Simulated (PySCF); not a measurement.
Ga(PH2)3 (GaH₆P₃), SMILES [PH2][Ga]([PH2])[PH2].

The structure is a stationary point at PBE0-D3(BJ)/def2-SVP. The structure was generated by enumeration; whether it is a known compound was not checked. Other conformers were not sampled.

Method: TDA-PBE/def2-SVPD run with PySCF 2.14.0.

Vertical excitations. The molecule is in vacuum. State labels are in the subgroup Cs.

**Question.** Give excitation energies, oscillator strengths and character. (The exact figures need the calculation; the answer reports its results.)

**Answer.** 
```
state  symmetry  energy (eV)  λ (nm)      f                                            main pairs
-----  --------  -----------  ------  -----  ----------------------------------------------------
S1           A"         4.14     300  0.034                                        HOMO→LUMO 91 %
S2           A'         4.17     297  0.001                                      HOMO−1→LUMO 96 %
S3           A'         4.87     255  0.000                  HOMO−2→LUMO 73 %, HOMO−1→LUMO+1 22 %
S4           A"         5.07     244  0.081                    HOMO→LUMO+1 58 %, HOMO→LUMO+2 27 %
S5           A'         5.22     238  0.058                HOMO−1→LUMO+2 65 %, HOMO−1→LUMO+1 22 %
S6           A"         5.24     237  0.011  HOMO→LUMO+2 67 %, HOMO→LUMO+3 13 %, HOMO→LUMO+1 11 %
S7           A"         5.38     230  0.025                    HOMO→LUMO+3 68 %, HOMO−3→LUMO 20 %
S8           A'         5.41     229  0.003                                    HOMO−1→LUMO+3 87 %
S9           A'         5.50     225  0.005                  HOMO→LUMO+4 67 %, HOMO−1→LUMO+2 12 %
S10          A"         5.63     220  0.021                  HOMO−1→LUMO+4 53 %, HOMO−3→LUMO 40 %
T1           A"         3.56     348      0                                        HOMO→LUMO 98 %
T2           A'         3.65     340      0                                      HOMO−1→LUMO 99 %
T3           A'         4.39     282      0                  HOMO−2→LUMO 74 %, HOMO−1→LUMO+1 23 %
T4           A"         4.55     272      0                                      HOMO→LUMO+1 95 %
```
Triplets are in the Tamm–Dancoff approximation.
